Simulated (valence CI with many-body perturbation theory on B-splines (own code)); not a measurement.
## Forbidden lines of Re⁶⁸⁺

Calculated by relativistic CI+MBPT: five valence electrons over a frozen Dirac-Fock core [He], a basis of 9 s, 9 p, 8 d, 6 f, 3 g, 1 h functions for each j, with the one-electron correlation potential Σ1 (screened to all orders), the two-electron term Σ2, the three-electron term Σ3, Breit, model QED; selected single and double excitations, second order for the rest (own B-spline code, finite nucleus).

No measured spectrum was set against this ion. As an estimate, large intervals hold to a few tenths of a per cent, small ones and those within an open d or f shell to about a per cent. Among the levels kept, up to 1200 cm⁻¹ of a level comes from second order outside the variational space, and about a tenth of that is noise between levels of different J, which matters for small intervals.

Lines 1 to 50 of 57 in falling wavelength, among levels below 856.48 Ry, chosen from the decays that carry over 1 % of a level's rate. Wavelengths and rates use the calculated energies. Electric multipoles are in the length gauge, E1 and E2 with the static RPA response of the core. S is in atomic units (e²a₀⁴ for E2 and M2, e²a₀⁶ for E3), for M1 in squared Bohr magnetons. Weak lines are less certain than strong ones. Lines between different terms over intervals too small for the method are left out, as are lines whose strength nearly cancels. The highest levels of a list are the least certain.

Levels are named by their leading jj configuration (3d3/2^4 stands for four electrons in 3d with j = 3/2), which in mixed levels can hold well under half, so a name can repeat and another be missing. Letters in brackets count levels of one name in rising energy.

| λ vac (Å) | Upper | Lower | Type | A (s⁻¹) | S (a.u.) |
| --- | --- | --- | --- | --- | --- |
| 8.390 | (2s^2 2p1/2 2p3/2^2) J=3/2 | (2s^2 2p1/2^2 2p3/2) J=3/2 | M1 | 2.99e+10 | 2.62e+00 |
| 8.371 | (2s^2 2p3/2^3) J=3/2 | (2s^2 2p1/2 2p3/2^2) J=1/2 | M1 | 7.42e+09 | 6.46e-01 |
| 8.306 | (2s^2 2p1/2 2p3/2 3p1/2) J=1/2 | (2s^2 2p1/2^2 3p1/2) J=1/2 | M1 | 2.04e+10 | 8.69e-01 |
| 8.261 | (2s^2 2p1/2 2p3/2^2) J=5/2 | (2s^2 2p1/2^2 2p3/2) J=3/2 | M1 | 4.96e+09 | 6.22e-01 |
| 8.261 | (2s^2 2p1/2 2p3/2^2) J=5/2 | (2s^2 2p1/2^2 2p3/2) J=3/2 | E2 | 1.94e+08 | 4.00e-05 |
| 8.077 | (2s^2 2p3/2^3) J=3/2 | (2s^2 2p1/2 2p3/2^2) J=5/2 | M1 | 8.21e+09 | 6.42e-01 |
| 7.974 | (2s^2 2p1/2 2p3/2^2) J=1/2 | (2s^2 2p1/2^2 2p3/2) J=3/2 | M1 | 1.65e+10 | 6.20e-01 |
| 7.957 | (2s^2 2p3/2^3) J=3/2 | (2s^2 2p1/2 2p3/2^2) J=3/2 | M1 | 3.27e+10 | 2.44e+00 |
| 1.362 | (2s^2 2p1/2 2p3/2 3p1/2) J=3/2 [a] | (2s^2 2p1/2 2p3/2^2) J=1/2 | E2 | 2.98e+11 | 4.99e-06 |
| 1.360 | (2s^2 2p1/2 2p3/2 3p1/2) J=5/2 | (2s^2 2p1/2 2p3/2^2) J=1/2 | E2 | 5.76e+11 | 1.44e-05 |
| 1.355 | (2s^2 2p1/2 2p3/2 3p1/2) J=1/2 | (2s^2 2p1/2 2p3/2^2) J=5/2 | E2 | 6.19e+11 | 5.05e-06 |
| 1.354 | (2s^2 2p1/2 2p3/2 3p1/2) J=3/2 [a] | (2s^2 2p1/2 2p3/2^2) J=5/2 | M1 | 3.68e+10 | 1.36e-02 |
| 1.354 | (2s^2 2p1/2^2 3p1/2) J=1/2 | (2s^2 2p1/2^2 2p3/2) J=3/2 | E2 | 2.99e+12 | 2.43e-05 |
| 1.354 | (2s^2 2p1/2^2 3p1/2) J=1/2 | (2s^2 2p1/2^2 2p3/2) J=3/2 | M1 | 6.17e+10 | 1.14e-02 |
| 1.354 | (2s^2 2p1/2 2p3/2 3p1/2) J=3/2 [b] | (2s^2 2p1/2 2p3/2^2) J=1/2 | E2 | 2.73e+11 | 4.43e-06 |
| 1.352 | (2s^2 2p1/2 2p3/2 3p1/2) J=5/2 | (2s^2 2p1/2 2p3/2^2) J=5/2 | E2 | 1.70e+12 | 4.11e-05 |
| 1.352 | (2s^2 2p1/2 2p3/2 3p1/2) J=1/2 | (2s^2 2p1/2 2p3/2^2) J=3/2 | E2 | 9.28e+11 | 7.48e-06 |
| 1.352 | (2s^2 2p1/2 2p3/2 3p1/2) J=1/2 | (2s^2 2p1/2 2p3/2^2) J=3/2 | M1 | 5.29e+10 | 9.69e-03 |
| 1.351 | (2s^2 2p1/2 2p3/2 3p1/2) J=3/2 [a] | (2s^2 2p1/2 2p3/2^2) J=3/2 | E2 | 1.82e+12 | 2.92e-05 |
| 1.349 | (2s^2 2p1/2 2p3/2 3p1/2) J=5/2 | (2s^2 2p1/2 2p3/2^2) J=3/2 | E2 | 4.23e+11 | 1.01e-05 |
| 1.346 | (2s^2 2p1/2 2p3/2 3p1/2) J=3/2 [b] | (2s^2 2p1/2 2p3/2^2) J=5/2 | E2 | 1.67e+12 | 2.63e-05 |
| 1.343 | (2s^2 2p1/2 2p3/2 3p1/2) J=3/2 [b] | (2s^2 2p1/2 2p3/2^2) J=3/2 | E2 | 1.25e+11 | 1.95e-06 |
| 1.299 | (2s^2 2p1/2 2p3/2 3p3/2) J=3/2 [a] | (2s^2 2p1/2 2p3/2^2) J=1/2 | E2 | 6.23e+10 | 8.22e-07 |
| 1.295 | (2s^2 2p1/2 2p3/2 3p3/2) J=3/2 [b] | (2s^2 2p1/2 2p3/2^2) J=1/2 | E2 | 5.42e+11 | 7.04e-06 |
| 1.295 | (2s 2p1/2^2 2p3/2 3p3/2) J=7/2 | (2s 2p1/2^2 2p3/2^2) J=5/2 | E2 | 1.00e+12 | 2.61e-05 |
| 1.294 | (2s^2 2p1/2 2p3/2 3p3/2) J=5/2 [b] | (2s^2 2p1/2 2p3/2^2) J=1/2 | E2 | 5.96e+11 | 1.16e-05 |
| 1.293 | (2s 2p1/2^2 2p3/2 3p3/2) J=1/2 [b] | (2s 2p1/2^2 2p3/2^2) J=3/2 | E2 | 1.79e+12 | 1.16e-05 |
| 1.293 | (2s^2 2p1/2 2p3/2 3p3/2) J=5/2 [a] | (2s^2 2p1/2 2p3/2^2) J=5/2 | E2 | 2.35e+11 | 4.55e-06 |
| 1.292 | (2s^2 2p1/2 2p3/2 3p3/2) J=1/2 [a] | (2s^2 2p1/2 2p3/2^2) J=5/2 | E2 | 2.27e+11 | 1.46e-06 |
| 1.291 | (2s^2 2p1/2 2p3/2 3p3/2) J=3/2 [a] | (2s^2 2p1/2 2p3/2^2) J=5/2 | E2 | 7.23e+11 | 9.27e-06 |
| 1.290 | (2s^2 2p1/2 2p3/2 3p3/2) J=7/2 | (2s^2 2p1/2 2p3/2^2) J=5/2 | E2 | 1.06e+12 | 2.70e-05 |
| 1.290 | (2s^2 2p1/2^2 3p3/2) J=3/2 | (2s^2 2p1/2^2 2p3/2) J=3/2 | E2 | 1.49e+12 | 1.91e-05 |
| 1.289 | (2s^2 2p1/2 2p3/2 3p3/2) J=5/2 [a] | (2s^2 2p1/2 2p3/2^2) J=3/2 | E2 | 9.16e+11 | 1.75e-05 |
| 1.289 | (2s^2 2p1/2 2p3/2 3p3/2) J=1/2 [a] | (2s^2 2p1/2 2p3/2^2) J=3/2 | E2 | 1.01e+12 | 6.41e-06 |
| 1.288 | (2s^2 2p1/2 2p3/2 3p3/2) J=3/2 [a] | (2s^2 2p1/2 2p3/2^2) J=3/2 | E2 | 3.34e+11 | 4.24e-06 |
| 1.288 | (2s^2 2p1/2 2p3/2 3p3/2) J=3/2 [b] | (2s^2 2p1/2 2p3/2^2) J=5/2 | E2 | 9.94e+10 | 1.26e-06 |
| 1.287 | (2s^2 2p1/2 2p3/2 3p3/2) J=7/2 | (2s^2 2p1/2 2p3/2^2) J=3/2 | E2 | 1.20e+11 | 3.03e-06 |
| 1.283 | (2s^2 2p1/2 2p3/2 3p3/2) J=1/2 [b] | (2s^2 2p1/2 2p3/2^2) J=5/2 | E2 | 2.07e+12 | 1.29e-05 |
| 1.280 | (2s^2 2p1/2 2p3/2 3p3/2) J=1/2 [b] | (2s^2 2p1/2 2p3/2^2) J=3/2 | E2 | 9.34e+11 | 5.73e-06 |
| 1.279 | (2s 2p1/2^2 2p3/2 3p3/2) J=1/2 [b] | (2s 2p1/2^2 2p3/2^2) J=5/2 | E2 | 5.45e+11 | 3.33e-06 |
| 1.267 | (2s 2p1/2^2 2p3/2 3d5/2) J=9/2 | (2s 2p1/2^2 2p3/2^2) J=5/2 | M2 | 8.26e+10 | 2.41e-06 |
| 1.267 | (2s 2p1/2^2 2p3/2 3d5/2) J=9/2 | (2s 2p1/2^2 2p3/2^2) J=5/2 | E3 | 5.13e+09 | 8.56e-07 |
| 1.262 | (2s^2 2p1/2 2p3/2 3d5/2) J=9/2 | (2s^2 2p1/2 2p3/2^2) J=5/2 | M2 | 8.22e+10 | 2.35e-06 |
| 1.262 | (2s^2 2p1/2 2p3/2 3d5/2) J=9/2 | (2s^2 2p1/2 2p3/2^2) J=5/2 | E3 | 5.31e+09 | 8.61e-07 |
| 1.118 | (2s^2 2p1/2 2p3/2 3p3/2) J=5/2 [a] | (2s^2 2p1/2^2 2p3/2) J=3/2 | E2 | 3.60e+11 | 3.37e-06 |
| 1.117 | (2s^2 2p1/2 2p3/2 3p3/2) J=1/2 [a] | (2s^2 2p1/2^2 2p3/2) J=3/2 | E2 | 7.37e+11 | 2.29e-06 |
| 1.117 | (2s^2 2p1/2 2p3/2 3p3/2) J=3/2 [a] | (2s^2 2p1/2^2 2p3/2) J=3/2 | E2 | 1.38e+12 | 8.58e-06 |
| 1.116 | (2s^2 2p1/2 2p3/2 3p3/2) J=7/2 | (2s^2 2p1/2^2 2p3/2) J=3/2 | E2 | 1.48e+12 | 1.84e-05 |
| 1.114 | (2s^2 2p1/2 2p3/2 3p3/2) J=3/2 [b] | (2s^2 2p1/2^2 2p3/2) J=3/2 | E2 | 5.47e+10 | 3.35e-07 |
| 1.113 | (2s^2 2p1/2 2p3/2 3p3/2) J=5/2 [b] | (2s^2 2p1/2^2 2p3/2) J=3/2 | E2 | 1.12e+12 | 1.03e-05 |
